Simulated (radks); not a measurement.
Q: These are the eigenvalues of the occupied orbitals of an atom or ion with whole-number occupations (eV). Calculated with a radial shooting solver on a logarithmic mesh with Libxc functionals: scalar-relativistic Kohn-Sham, BLYP, spin-polarised, spherical densities, finite nucleus; Fermi nuclear charge, rms radius of each element as measured or else 0.836 A^(1/3) + 0.57 fm.

| orbital | eigenvalue |
|---|---|
| 1s | -42585.76 |
| 2s | -8702.230 |
| 2p | -8046.798 |
| 3s | -3285.650 |
| 3p | -3081.669 |

Which element is it, and in what charge state? The configuration may be excited. Open shells, if any, are filled with parallel spins first.

A: Z = 58, cerium, charge +40: Ce40+ in [Ar]. The list shows which subshells hold electrons but not how many an open one holds; the 1s level, -1565 hartree, gives Z - s = 55.9 by -(Z - s)^2/2, which with screening and relativity narrows Z to a few neighbours, and the depths of the outer levels then fix element, charge and occupations together.
